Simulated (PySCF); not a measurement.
The numbers below are computed, except where a source is named.
**SiH2ClO2**

The system: SiH2ClO2, a small molecule (built as: Si site whose three back bonds go to OH, OH, Cl); neutral, doublet. The structure, one conformer, was relaxed in the gas phase by PBE0-D3(BJ)/def2-SVP. No frequency run checks that it is a minimum.

SMILES: O[Si](O)Cl

```xyz
6

Si   -0.079    0.290    0.567
O     0.565    0.387   -0.960
O    -1.570   -0.390    0.372
Cl    1.137   -0.914    1.762
H     1.508    0.569   -1.033
H    -1.757   -0.697   -0.523
```
Atoms count from 1 in this order.

EPR values by unrestricted B3LYP, IGLO-III on Cl O Si, pcH-1 on H.

Predict g and the largest hyperfine couplings. Where does the spin sit?

g = 1.9998, 2.0016, 2.0018. The spin sits on Si1 (81 %, bonded to 1 Cl + 2 O) by Mulliken populations.
| atom | isotope | isotropic (MHz) | dipolar, principal values (MHz) |
| --- | --- | --- | --- |
| Si1 | 29Si | -1169.8 | -112.3, 55.3, 57.1 |
| Cl4 | 35Cl | 51.8 | -26.4, -25.9, 52.2 |
| O3 | 17O | -80.5 | -19.5, 9.5, 10.1 |
| O2 | 17O | -35.9 | -29.7, 14.4, 15.3 |
| H6 | 1H | 19.8 | -6.2, -2.1, 8.3 |
| H5 | 1H | -6.6 | -9.0, -3.1, 12.1 |

How do the isotropic couplings move with BHandHLYP?

Si1 -1169.8 to -1204.3 MHz, Cl4 51.8 to 53.5 MHz, O3 -80.5 to -79.5 MHz, O2 -35.9 to -39.8 MHz.
